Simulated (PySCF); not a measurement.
## Excitation energy of Pd by level of theory

Pd [Kr] 4d10 (1S) → Pd [Kr] 4d9 5s1 (3D), as a difference of total energies. All numbers are calculated (PySCF 2.14, a scalar-relativistic core potential, in def2-TZVPPD with the def2 core potential (28 electrons) (6s4p3d2f1g, 56 functions)). Correlated levels: valence: 4s2 4p6 frozen. The calculations carry no spin-orbit coupling.

```json
{"method": "UHF", "excitation energy (eV)": "-0.105"}
{"method": "MP2 (valence)", "excitation energy (eV)": "1.160"}
{"method": "SCS-MP2 (valence)", "excitation energy (eV)": "1.112"}
{"method": "CCSD (valence)", "excitation energy (eV)": "0.766"}
{"method": "CCSD(T) (valence)", "excitation energy (eV)": "0.850"}
```

Q: How much does correlation contribute at CCSD(T) (valence)?

A: 0.850 − (-0.105) = 0.955 eV, measured against UHF.
